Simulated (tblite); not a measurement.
Start geometry of `CCO[C@@H]1COC[Si@@H](Cl)O1` from a force field or distance geometry (Å):
```
atom  x, y, z in Å
C1    -2.5043   -0.5117   -0.7790
C2    -2.1800    0.1341    0.5367
O3    -0.8232   -0.0229    0.7800
C4    -0.1161    0.6200   -0.2465
C5     0.7283   -0.3992   -0.9121
O6     2.0531   -0.1388   -1.0861
C7     2.8179    0.0019    0.0460
Si8    1.7806    0.8825    1.3329
Cl9    2.8600    2.1895    2.5170
O10    0.5398    1.6618    0.3911
H11   -3.4998   -1.0412   -0.6949
H12   -1.7683   -1.2680   -1.0894
H13   -2.5882    0.2515   -1.6014
H14   -2.5069    1.1874    0.5165
H15   -2.7906   -0.4133    1.3208
H16   -0.8433    1.0662   -0.9557
H17    0.5501   -1.4262   -0.4914
H18    0.3135   -0.4799   -1.9710
H19    3.6238    0.7465   -0.2083
H20    3.2555   -0.9239    0.4481
H21    1.0891   -0.1585    2.1464
```

Question: What comes out of this run: GFN2-xTB geometry optimisation, gas phase in tblite?

Answer: 
```
atom  x, y, z in Å
C1    -3.152   -0.041   -0.761
C2    -2.234   -0.224    0.442
O3    -0.966   -0.780    0.094
C4    -0.039    0.120   -0.404
C5     1.150   -0.709   -0.916
O6     2.311    0.049   -1.083
C7     3.006    0.297    0.140
Si8    1.746    0.982    1.408
Cl9    2.043    2.878    1.942
O10    0.350    1.035    0.585
H11   -4.130    0.290   -0.421
H12   -3.261   -0.983   -1.291
H13   -2.756    0.702   -1.449
H14   -2.084    0.728    0.964
H15   -2.665   -0.947    1.138
H16   -0.456    0.735   -1.218
H17    1.307   -1.532   -0.205
H18    0.894   -1.125   -1.892
H19    3.799    0.998   -0.126
H20    3.483   -0.634    0.474
H21    1.647    0.116    2.579
```

The energy falls by 143.8 kJ/mol over 148 L-BFGS steps, the largest force on an atom goes from 3.24 to 0.010 eV/Å, and the atoms move by 0.783 Å rms after alignment. The bond that changes most is Si8–O10 (chlorine-bound silicon to silyl ether oxygen), which shortens by 0.120 Å. Bonds longer at the end by more than 0.005 Å: 7 of 21; shorter: 13. Among the angles that change most is C4–O10–Si8, from 104.4° to 125.2°. Among the dihedrals that turn most is C2–O3–C4–C5, from -121° to -171°. Rotational constants go from 1851, 607.2, 491.9 to 1522, 608.0, 472.6 MHz. The orientation of the end geometry is arbitrary; only internal coordinates are fixed.

Its GFN2-xTB frequencies are all real (lowest 41 cm⁻¹). The numbers are those of one conformer.

All values are computed, not measured.
